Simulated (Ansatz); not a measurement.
Born–Oppenheimer molecular dynamics of Cl5Ta (6 atoms, charge 0, multiplicity 1). It starts from a relaxed structure.

Method: RKS B3LYP/def2-SVP (Ansatz).

```
ensemble                      : NVE (velocity Verlet)
time step                     : 2 fs
steps asked                   : 100
starting velocities drawn for : 3000 K
seed                          : 228875
```

First frame:

```xyz
6
Properties=species:S:1:pos:R:3
Ta 0.000 0.000 0.000
Cl 2.304 0.000 0.000
Cl 0.000 0.000 2.347
Cl 0.000 0.000 -2.347
Cl -1.152 1.995 0.000
Cl -1.152 -1.995 0.000
```

**Question.** How far do the bonds stretch over the last three quarters of this one trajectory? (Pairs bonded in most of those frames.)

**Answer.** 
```
   bond  mean (Å)  spread (Å)  shortest  longest
Ta1–Cl2     2.316       0.041      2.24     2.37
Ta1–Cl3     2.336       0.054      2.25     2.41
Ta1–Cl4     2.373       0.175      2.11     2.66
Ta1–Cl5     2.385       0.197      2.10     2.70
Ta1–Cl6     2.283       0.014      2.26     2.30
```

Mean temperature of the second half: 1476 K. The conserved energy stayed within 0.88 meV per atom of its start (net change 0.62 meV per atom), so the integration is sound. Over the second half the temperature averaged 0.49 of the 3000 K drawn at the start: a run that starts near a minimum puts about half its kinetic energy into the potential. A run of 0.2 ps of so small a system gives no equilibrium averages.

Time of the run: 9.9 min on 2 threads of Arm Neoverse V1 (shared host), peak memory 0.34 GiB.
